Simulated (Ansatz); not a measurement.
A ladder of methods for ZrCl4 (zirconium tetrachloride)

The species is ZrCl4 (5 atoms), meant as a singlet with charge 0. SMILES: `Cl[Zr](Cl)(Cl)Cl`. The shape was relaxed beforehand at B3LYP/def2-SVP.

Each level gives the adiabatic ionisation energy (to the doublet cation, shapes relaxed at B3LYP/def2-SVP, no zero-point term) (eV). The values are calculated.

```
                            level                    kind  program  value (eV)  CPU time (all runs)
  SVWN5/def2-SVP (core potential)                     LDA   Ansatz       11.05                8.1 s
    PBE/def2-SVP (core potential)                     GGA   Ansatz       10.89                 18 s
 r2SCAN/def2-SVP (core potential)                meta-GGA   Ansatz       11.32                 60 s
PBE0-D4/def2-SVP (core potential)           global hybrid   Ansatz       11.62                 23 s
wB97M-V/def2-SVP (core potential)  range-separated hybrid   Ansatz       12.10              2.6 min
 B2PLYP/def2-SVP (core potential)           double hybrid   Ansatz       11.62                 73 s
RPA@PBE/def2-SVP (core potential)                     RPA   Ansatz       10.62                 23 s
    MP2/def2-SVP (core potential)     perturbation theory   Ansatz       12.09                 23 s
CCSD(T)/def2-SVP (core potential)   coupled cluster or CI   Ansatz       11.67                 56 s
```

Spin-orbit coupling, which can split open shells on such heavy atoms by tenths of an eV, is left out. The values span 10.62 to 12.10 eV. The coupled-cluster rows rest on a doubtful reference here (large T1 or Brueckner and Hartree–Fock orbitals at odds), and rows may lie in different states. Times are those of the runs behind each value, whatever else they computed, on shared processors of several kinds: orders of magnitude only.
